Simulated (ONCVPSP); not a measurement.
**Before and after: ONCV potential for W**

- Element: W
- Generator: ONCVPSP 4.0.1
- Type: optimised norm-conserving Vanderbilt (ONCV)
- Functional: PBE
- Relativity: fully relativistic
- Frozen core: [Kr] 4d10
- Valence charge: 28
- Reference configuration: 4f14 5s2 5p6 5d4 6s1.75 6p0.25
- Partial waves: 5s+6s: rc 1.90 bohr, ncon 3, nbas 8, qcut 8.3 1/bohr, 2 projectors; 5p+6p: rc 2.00 bohr, ncon 3, nbas 7, qcut 7.8 1/bohr, 2 projectors; 5d: rc 2.50 bohr, ncon 4, nbas 8, qcut 5.7 1/bohr, 2 projectors, debl 2.2 Ha; 4f: rc 1.15 bohr, ncon 5, nbas 9, qcut 16.7 1/bohr, 2 projectors, debl 0.6 Ha
- Local potential: polynomial inside 1.15 bohr (lpopt 5, dvloc0 0 Ha)
- Core correction: none

Open shells are filled in proportion to 2j + 1.

In the f channel the program set the typed energies aside and used -1.196, 0.250 Ha (j = l + 1/2; the other j can differ).

Change: s: rc 2.28.

Cutoffs: the cutoffs (Ha) at which the residual kinetic energy of the hardest occupied pseudo-wave falls to 1 and 0.1 mHa per electron; they do not see the model core or the augmentation charge, which bear on the density cutoff. Errors are all-electron minus pseudo energies relative to the spin-unpolarised reference configuration.

**Question.** How do hardness, ghosts and transferability respond?

**Answer.** The potential gets neither clearly harder nor softer (120 Ha and 130 Ha → 120 Ha and 130 Ha); the f channel sets the loose cutoff, while the largest relative change is in s, which becomes softer; of the 3 tests that both files solve, the error grows in 0 and shrinks in 1 by more than 15 % and 0.3 meV (median size 0.2 → 0.5 meV); neither file shows a bound ghost.

| quantity | base | changed |
| --- | --- | --- |
| cutoff, loose | 120 Ha | 120 Ha |
| cutoff, tight | 130 Ha | 130 Ha |
| loose cutoff by channel | s 20 Ha, p 13 Ha, d 12 Ha, f 120 Ha | s 16 Ha, p 13 Ha, d 12 Ha, f 120 Ha |
| bound ghosts | none | none |
| GHOST(+) flags under 300 eV | s at 96.9 eV | s at 71.1 eV |
| tests with a reliable result | 3 of 4 | 3 of 4 |
| error for 4f14 5s2 5p6 5d4 6s2 6p0, meV [ΔE -1.09 eV] | 0.0 | 0.0 |
| error for 4f14 5s2 5p6 5d4 6s1 6p0, meV [ΔE 7.80 eV] | -0.2 | -0.5 |
| error for 4f14 5s2 5p6 5d5 6s1 6p0, meV [ΔE 0.45 eV] | +2.1 | +1.3 |
| p3/2: phases at 2.02 bohr within 0.05 rad from the reference energy up to (Ha; the scan ends near 5) | to the end of the scan | to the end of the scan |
| p1/2: phases at 2.02 bohr within 0.05 rad from the reference energy up to (Ha; the scan ends near 5) | to the end of the scan | to the end of the scan |
| d5/2: phases at 2.54 bohr within 0.05 rad from the reference energy up to (Ha; the scan ends near 5) | to the end of the scan | to the end of the scan |
| d3/2: phases at 2.54 bohr within 0.05 rad from the reference energy up to (Ha; the scan ends near 5) | to the end of the scan | to the end of the scan |
| f7/2: phases at 1.17 bohr within 0.05 rad from the reference energy up to (Ha; the scan ends near 5) | to the end of the scan | to the end of the scan |
| f5/2: phases at 1.17 bohr within 0.05 rad from the reference energy up to (Ha; the scan ends near 5) | to the end of the scan | to the end of the scan |
